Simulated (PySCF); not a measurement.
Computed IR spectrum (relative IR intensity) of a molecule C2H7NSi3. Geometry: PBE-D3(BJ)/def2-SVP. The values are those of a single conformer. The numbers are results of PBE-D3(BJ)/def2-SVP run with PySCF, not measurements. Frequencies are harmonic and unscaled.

```csv
ν (cm⁻¹),relative intensity
269,2.8
297,4.5
449,33
485,3.5
594,4.3
643,8.1
666,27
676,8.2
684,2.2
688,5.5
693,9.5
742,52
830,38
857,100
935,83
969,3.6
1082,31
2072,4.8
2121,85
2125,69
2130,18
2133,26
2164,30
3391,24
3505,9.1
```

Problem. Which structure fits?
A. C#C[Si@H]1N[SiH2][SiH2]1
B. C#C[SiH]1[SiH2]N[SiH2]1
C. N#CC1[SiH2][SiH2][SiH2]1

Solution. B, C#C[SiH]1[SiH2]N[SiH2]1
